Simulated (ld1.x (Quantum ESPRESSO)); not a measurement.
## An all-electron radial function and its pseudo partner (indium)

Columns: radius, all-electron u(r) and pseudo u(r) of the 4s shell (level -149.25 eV) of indium in the configuration [Ar] 3d10 4s2 4p6 4d10 5s0 5p0; LDA (PZ), scalar-relativistic, RRKJ scheme, ld1.x (Quantum ESPRESSO) 7.5.

```csv
r (bohr),all-electron,pseudo
0.080,-0.4658,-0.0909
0.160,0.1192,-0.1886
0.240,0.6877,-0.3001
0.320,0.5812,-0.4320
0.400,0.0981,-0.5885
0.480,-0.4397,-0.7666
0.560,-0.8663,-0.9514
0.640,-1.1340,-1.1142
0.720,-1.2564,-1.2210
0.800,-1.2678,-1.2492
0.880,-1.2061,-1.2014
0.960,-1.1020,-1.1017
1.040,-0.9783,-0.9783
1.120,-0.8501,-0.8501
1.200,-0.7268,-0.7268
1.280,-0.6136,-0.6136
1.360,-0.5129,-0.5129
1.440,-0.4253,-0.4253
1.520,-0.3502,-0.3502
1.600,-0.2867,-0.2867
1.680,-0.2337,-0.2337
1.760,-0.1897,-0.1897
1.840,-0.1534,-0.1534
1.920,-0.1237,-0.1237
2.000,-0.0995,-0.0995
2.080,-0.0798,-0.0798
```

Problem. How many radial nodes do the two functions have?

Solution. The all-electron 4s function has n − l − 1 = 3 (the table is too coarse to show those close to the nucleus); the pseudo-wave has 0, since the states of the same l below it are removed with the core.

Problem. At about which radius was the pseudo-wave matched?

Solution. 1.05 bohr. The columns agree to 0.0005 from 0.96 bohr on; several derivatives are matched, so the curves merge somewhat inside the radius.

Problem. Is the pseudo-wave norm-conserving?

Solution. Yes: the RRKJ scheme keeps the norm inside the radius equal to the all-electron one, which fixes the energy derivative of the logarithmic derivative at the level.
